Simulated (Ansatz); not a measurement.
Al$_{2}$FHZn (`[F][Al]1[AlH][Zn]1`), relaxed with RKS PBE-D4/def2-SVP in the Gaussian-basis code of Ansatz from a rough embedded geometry. The force threshold is 0.03 eV/Å; the program also tests the step.

Charge 0, multiplicity 1.

Start:

```xyz
5

F    -2.096   -1.905    0.820
Al   -1.047   -0.470    0.379
Al    1.144    0.407   -0.371
Zn   -0.680    1.851   -0.012
H     2.680    0.117   -0.816
```

(1) By how much does the energy fall, and how many steps does the optimiser take? (An estimate is asked.)

(2) Which bonds change most? (Best estimate.)

(3) Give the relaxed structure. (An estimate is asked.)

Results:

(1) The calculation gave: 166.42 kJ/mol, in 23 steps, 2 of them rejected.

(2) The calculation gave: Al2–Zn4 from 2.383 to 2.633 Å; Al3–H5 from 1.625 to 1.853 Å; F1–Al2 from 1.831 to 1.691 Å; Al3–Zn4 from 2.354 to 2.479 Å.

(3) The calculation gave: 
```xyz
5

F    -1.757   -1.679    0.138
Al   -0.589   -0.525    0.541
Al    1.740    0.479    0.518
Zn   -0.098    1.911   -0.331
H     0.704   -0.185   -0.867
```
